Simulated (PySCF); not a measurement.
NbO2Cl, SMILES [O]=[Nb](=[O])[Cl], multiplicity 1.

Geometry optimised at PBE-D3(BJ)/def2-SVP. The multiplicity is an assumed one; other spin states were not compared. The def2 effective core potentials stand for the cores of Nb; spin–orbit coupling is left out.

These are TDDFT-PBE/def2-SVPD in PySCF values and carry that method's errors.

Vertical excitations.  State labels are in the subgroup Cs.

```
state  symmetry  energy (eV)  λ (nm)      f                            main pairs
-----  --------  -----------  ------  -----  ------------------------------------
S1           A"         2.54     488  0.001                       HOMO→LUMO 100 %
S2           A"         3.25     382  0.003                      HOMO−2→LUMO 99 %
S3           A'         3.28     378  0.009                      HOMO−1→LUMO 98 %
S4           A'         3.87     321  0.002                      HOMO−3→LUMO 98 %
S5           A"         3.96     313  0.004                      HOMO→LUMO+1 98 %
S6           A'         4.30     288  0.005                      HOMO−4→LUMO 95 %
S7           A"         4.59     270  0.000                   HOMO−2→LUMO+1 100 %
S8           A'         4.72     263  0.003  HOMO→LUMO+2 59 %, HOMO−1→LUMO+1 35 %
S9           A"         4.74     261  0.008                      HOMO−5→LUMO 97 %
S10          A'         4.79     259  0.015  HOMO−1→LUMO+1 49 %, HOMO→LUMO+2 40 %
T1           A"         2.44     508      0                       HOMO→LUMO 100 %
T2           A'         3.06     405      0                      HOMO−1→LUMO 98 %
T3           A"         3.15     394      0                      HOMO−2→LUMO 99 %
T4           A'         3.57     347      0                      HOMO−3→LUMO 96 %
```
Triplets are in the Tamm–Dancoff approximation, which puts them higher than full response would, so one can lie above its singlet here.
